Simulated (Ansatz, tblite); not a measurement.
Cost and result up the ladder for `Cl[Si](Cl)(Cl)Cc1ccc(-c2cnc(-c3ccccc3)nc2)cc1` (36 atoms). Charge 0, multiplicity 1. Geometry: PBE-D4/def2-SVP.

| atom | x (Å) | y (Å) | z (Å) |
| --- | --- | --- | --- |
| Cl1 | -2.822 | -5.632 | 2.057 |
| Si2 | -4.534 | -4.480 | 1.918 |
| Cl3 | -6.183 | -5.719 | 2.080 |
| Cl4 | -4.551 | -3.130 | 3.483 |
| C5 | -4.580 | -3.570 | 0.270 |
| C6 | -3.425 | -2.616 | 0.116 |
| C7 | -2.183 | -3.058 | -0.384 |
| C8 | -1.096 | -2.183 | -0.483 |
| C9 | -1.208 | -0.833 | -0.080 |
| C10 | -0.062 | 0.088 | -0.189 |
| C11 | 1.276 | -0.324 | 0.013 |
| N12 | 2.320 | 0.496 | -0.097 |
| C13 | 2.065 | 1.787 | -0.408 |
| C14 | 3.221 | 2.706 | -0.538 |
| C15 | 4.533 | 2.237 | -0.306 |
| C16 | 5.624 | 3.105 | -0.434 |
| C17 | 5.420 | 4.449 | -0.793 |
| C18 | 4.116 | 4.921 | -1.025 |
| C19 | 3.022 | 4.057 | -0.898 |
| N20 | 0.829 | 2.297 | -0.608 |
| C21 | -0.202 | 1.460 | -0.504 |
| C22 | -2.453 | -0.396 | 0.428 |
| C23 | -3.538 | -1.272 | 0.527 |
| H24 | -5.559 | -3.048 | 0.228 |
| H25 | -4.586 | -4.351 | -0.521 |
| H26 | -2.067 | -4.104 | -0.706 |
| H27 | -0.149 | -2.549 | -0.907 |
| H28 | 1.495 | -1.370 | 0.299 |
| H29 | 4.668 | 1.182 | -0.027 |
| H30 | 6.644 | 2.732 | -0.251 |
| H31 | 6.279 | 5.129 | -0.894 |
| H32 | 3.953 | 5.973 | -1.308 |
| H33 | 1.993 | 4.403 | -1.074 |
| H34 | -1.205 | 1.882 | -0.703 |
| H35 | -2.565 | 0.642 | 0.776 |
| H36 | -4.492 | -0.909 | 0.941 |

Ansatz on 2 threads of AMD EPYC 7R13 on a shared host and a share (18 GiB) of an NVIDIA H100 80GB HBM3; xTB runs through tblite on one thread. Times are rough, summed over both states, and most runs start from the orbitals of an earlier one. PBE0-D4/def2-TZVP serves as the yardstick here, not as an exact answer. The other state is a triplet.

The xTB rows come from tblite. Single mean-field runs in def2-TZVP are fitted with def2-universal-jkfit.

xTB has no spin-polarisation term.

```csv
level,functions,vertical triplet (eV),difference from PBE0-D4/def2-TZVP (eV)
GFN2-xTB,125,2.59,-0.52
GFN1-xTB,138,2.76,-0.35
PBE-D4/def2-TZVP,815,2.79,-0.32
PBE0-D4/def2-TZVP (with forces),815,3.11,0.00
```

Estimate how long each takes.

GFN1-xTB 0.2 s; GFN2-xTB 0.22 s; PBE-D4/def2-TZVP 10 s; PBE0-D4/def2-TZVP (with forces) 17 s. On shared hardware such times vary by a factor of up to 3.
